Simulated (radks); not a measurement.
Charge is removed step by step from the 4s up level of neutral copper, starting from [Ar] 3d10 4s(up 1, down 0). All-electron calculation, scalar-relativistic Kohn-Sham, r2SCAN, spin-polarised, spherical densities, finite nucleus; meta-GGA in the generalised Kohn-Sham scheme; Fermi nuclear charge, rms radius 3.8823 fm. Program: a radial shooting solver on a logarithmic mesh with Libxc functionals.

[
 {"removed (e)": "0", "E - E(0) (eV)": "0.000", "eigenvalue (eV)": "-5.302", "E minus straight line (eV)": "0.000"},
 {"removed (e)": "0.1", "E - E(0) (eV)": "0.559", "eigenvalue (eV)": "-5.872", "E minus straight line (eV)": "-0.267"},
 {"removed (e)": "0.2", "E - E(0) (eV)": "1.174", "eigenvalue (eV)": "-6.437", "E minus straight line (eV)": "-0.477"},
 {"removed (e)": "0.3", "E - E(0) (eV)": "1.846", "eigenvalue (eV)": "-7.018", "E minus straight line (eV)": "-0.631"},
 {"removed (e)": "0.4", "E - E(0) (eV)": "2.579", "eigenvalue (eV)": "-7.633", "E minus straight line (eV)": "-0.724"},
 {"removed (e)": "0.5", "E - E(0) (eV)": "3.373", "eigenvalue (eV)": "-8.265", "E minus straight line (eV)": "-0.755"},
 {"removed (e)": "0.6", "E - E(0) (eV)": "4.230", "eigenvalue (eV)": "-8.868", "E minus straight line (eV)": "-0.724"},
 {"removed (e)": "0.7", "E - E(0) (eV)": "5.146", "eigenvalue (eV)": "-9.456", "E minus straight line (eV)": "-0.633"},
 {"removed (e)": "0.8", "E - E(0) (eV)": "6.122", "eigenvalue (eV)": "-10.061", "E minus straight line (eV)": "-0.483"},
 {"removed (e)": "0.9", "E - E(0) (eV)": "7.159", "eigenvalue (eV)": "-10.676", "E minus straight line (eV)": "-0.272"},
 {"removed (e)": "1", "E - E(0) (eV)": "8.257", "eigenvalue (eV)": "-11.288", "E minus straight line (eV)": "0.000"}
]

Removing the whole electron costs 8.257 eV by Delta-SCF, against 5.302 eV from minus the eigenvalue at the starting occupation. Slater's transition state (half an electron removed) gives 8.265 eV. Integrating minus the eigenvalue over the occupation (Janak's theorem) gives 8.258 eV. In this scalar-relativistic scheme the density is built from large components alone, so the theorem holds only approximately. The mean slope of the eigenvalue, de/dn, is 5.99 eV per electron. Ionisation energy of Cu in the NIST Atomic Spectra Database: 7.726 eV (measured).
